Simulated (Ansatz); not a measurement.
Geometry optimisation, RHF/def2-SVP (Ansatz 0.2.0).

The input (input.yaml):

```yaml
crystal:
  periodic: [false, false, false]
  atoms:
    - { symbol: C, position_ang: [-1.1528, 1.8338, -0.7622] }
    - { symbol: B, position_ang: [-1.0707, 0.626, 0.1915] }
    - { symbol: Ge, position_ang: [0.7253, -0.0051, 0.7577] }
    - { symbol: Si, position_ang: [1.1359, -2.1715, 0.0461] }
    - { symbol: H, position_ang: [-0.7513, 2.7637, -0.3077] }
    - { symbol: H, position_ang: [-0.671, 1.6851, -1.727] }
    - { symbol: H, position_ang: [-2.2461, 2.0757, -0.9812] }
    - { symbol: H, position_ang: [-1.9936, 0.0763, 0.5588] }
    - { symbol: H, position_ang: [0.8639, 0.0651, 2.3592] }
    - { symbol: H, position_ang: [1.8466, 0.9045, 0.167] }
    - { symbol: H, position_ang: [0.9486, -2.2269, -1.3953] }
    - { symbol: H, position_ang: [0.0442, -3.0327, 0.658] }
    - { symbol: H, position_ang: [2.3415, -2.6286, 0.4499] }
basis:
  gaussian: { orbitals: def2-SVP }
hamiltonian:
  xc: hf
relax:
  f_tol: 0.02
  max_steps: 50
```

Run as:

```bash
$ ansatz run input.yaml --threads 2 --pin off --max-ram 3072MiB --backend cpu --events-out ev --progress --plain --runs-dir out
```

Q: Where does it end, and by what steps?

A: It converged. The force dipped under the threshold on the way, but the program's further checks kept it going. After 17 steps the energy has fallen by 0.666 eV; H7 moved furthest, 0.63 Å.

```
step  energy less start (eV)  largest force component (eV/Å)  accepted
   0                  0.0000                           3.433       yes
   1                 -0.5789                           1.095       yes
   2                 -0.6262                           0.348       yes
   3                 -0.6330                           0.290       yes
   4                 -0.6438                           0.050       yes
   5                 -0.6480                           0.156       yes
   6                 -0.6579                           0.190       yes
   7                 -0.6239                           0.824        no
   8                 -0.6625                           0.042       yes
   9                 -0.6609                           0.228        no
  10                 -0.6637                           0.043       yes
  11                 -0.6642                           0.057       yes
  12                 -0.6647                           0.085       yes
  13                 -0.6651                           0.076       yes
  14                 -0.6655                           0.016       yes
  15                 -0.6656                           0.014       yes
  16                 -0.6657                           0.021       yes
  17                 -0.6658                           0.008       yes
```

```xyz
13
Properties=species:S:1:pos:R:3
C -1.238 1.806 -0.881
B -1.028 0.827 0.333
Ge 0.831 0.026 0.881
Si 1.059 -2.214 -0.012
H -1.337 2.807 -0.435
H -0.416 1.852 -1.596
H -2.175 1.620 -1.413
H -1.984 0.523 0.998
H 0.990 -0.067 2.411
H 2.009 0.864 0.344
H 0.944 -2.193 -1.492
H -0.011 -3.092 0.525
H 2.376 -2.793 0.352
```

Whether the end is a true minimum wasn't checked by a vibrational analysis.

Time of the run: 47 s on 2 threads of Arm Neoverse V1 (shared host), peak memory 0.29 GiB.
